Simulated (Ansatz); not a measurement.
Correlation energies of C2H4BCl2N, SMILES `CB(Cl)/N=C\Cl` by basis set

```xyz
10

C    -0.1330   -1.6244    0.1627
B    -0.3523   -0.1532    0.6339
Cl   -0.7540    0.1904    2.3267
N    -0.3153    0.9298   -0.2328
C     0.2071    1.8540   -0.8449
Cl    1.8988    2.2936   -0.7146
H     0.6759   -2.0778    0.7436
H     0.1101   -1.7023   -0.8976
H    -1.0269   -2.2225    0.3632
H    -0.3104    2.5125   -1.5401
```

The species carries charge 0 and has multiplicity 1. Geometry: relaxed with PBE0-D4/def2-TZVP. It is one conformer, not always the lowest. Frozen core, restricted reference, Ansatz 0.2.0. CBS rows extrapolate triple and quadruple zeta; past MP2 they add the triple-zeta difference.

| basis | HF (Eh) | MP2 corr. | CCSD corr. | (T) | CCSD(T) total |
| --- | --- | --- | --- | --- | --- |
| def2-SVP | ? | -0.77966 | ? | -0.02694 | ? |
| def2-TZVPP | -1076.35261 | -1.00253 | -1.05350 | -0.04920 | -1077.45531 |
| def2-QZVPP | ? | -1.08267 | – | – | – |
| CBS(def2) | ? | -1.14203 | -1.19300 | as TZ | ? |

Q: Fill in the withheld values. (An estimate is asked.)

A: Computed: def2-SVP HF (Eh): -1075.86224; def2-SVP CCSD corr.: -0.83219; def2-SVP CCSD(T) total: -1076.72137; def2-QZVPP HF (Eh): -1076.38482; CBS(def2) HF (Eh): -1076.38926; CBS(def2) CCSD(T) total: -1077.63146.
